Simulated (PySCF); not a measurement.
# Exercise with solution: refractive index and permittivity of the vapour

C3H4Cl2Si, SMILES Cl[Si](C)(C#C)Cl.

Geometry: PBE0-D3(BJ)/def2-SVP.

PySCF with PBE/def2-TZVP gives a mean static polarisability of 82.0 bohr³ and a dipole moment of 2.18 D. Take an ideal gas at 298.15 K and 0.1 bar, whether or not the substance is that volatile.

**Question.** Work out n − 1 in the optical limit and the static ε − 1.

**Answer.** 
Polarisability volume α' = 82.0 × 0.148185 = 12.15 Å³. Number density N = p/kT = 2.43e-6 Å⁻³.
Dilute limit of Lorentz–Lorenz: n − 1 = 2π N α' = 0.00019.
Orientation term of Debye: μ²/(3kT) = 8.098 Å³ × μ²(D²) = 38.48 Å³.
ε − 1 = 4π N (α' + μ²/3kT) = 0.0015. Orientation of the dipole supplies 76 % of the static response; it can't follow optical fields. Vibrational polarisation and dispersion are left out.
